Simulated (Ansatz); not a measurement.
Start from `[O]=[W]([OH])(=[S])[Cl]` and change one atom or group to get `[NH2][W](=[O])([OH])=[S]`.

Ansatz, PBE0-D4/def2-TZVP geometries, multiplicity 1. Each molecule was computed in one conformer, which needn't be the lowest.

Elements past krypton have def2 core potentials.

| property | `[O]=[W]([OH])(=[S])[Cl]` |
| --- | --- |
| size of the dipole moment (PBE/def2-TZVPP) / D | 2.85 |
| size of the dipole moment (B3LYP/def2-TZVPP) / D | 2.93 |
| HOMO energy (PBE/def2-TZVPP) / eV | -6.75 |
| HOMO–LUMO gap (B3LYP/def2-TZVPP) / eV | 4.80 |
| size of the dipole moment (ωB97M-V/def2-TZVPP) / D | 2.93 |
| LUMO energy (PBE/def2-TZVPP) / eV | -3.45 |

(1) What does the change do to each property? (Estimate.)

Results:

(1) Ansatz gave: 
| property | `[NH2][W](=[O])([OH])=[S]` | shift |
| --- | --- | --- |
| size of the dipole moment (PBE/def2-TZVPP) / D | 3.95 | 1.10 |
| size of the dipole moment (B3LYP/def2-TZVPP) / D | 3.94 | 1.01 |
| HOMO energy (PBE/def2-TZVPP) / eV | -6.15 | 0.60 |
| HOMO–LUMO gap (B3LYP/def2-TZVPP) / eV | 4.90 | 0.10 |
| size of the dipole moment (ωB97M-V/def2-TZVPP) / D | 3.98 | 1.05 |
| LUMO energy (PBE/def2-TZVPP) / eV | -2.77 | 0.68 |

With PBE0 the HOMO rises by 0.63 eV and the LUMO rises by 0.73 eV, so the gap widens by about 0.10 eV. PBE moves the HOMO by 0.60 eV and ωB97M-V by 0.61 eV. The zero-point energy changes by 62.9 kJ/mol with +6 modes. Dipoles are sizes alone; their direction can turn.

B3LYP here is the variant with VWN-RPA as its local correlation; programs differ in this.
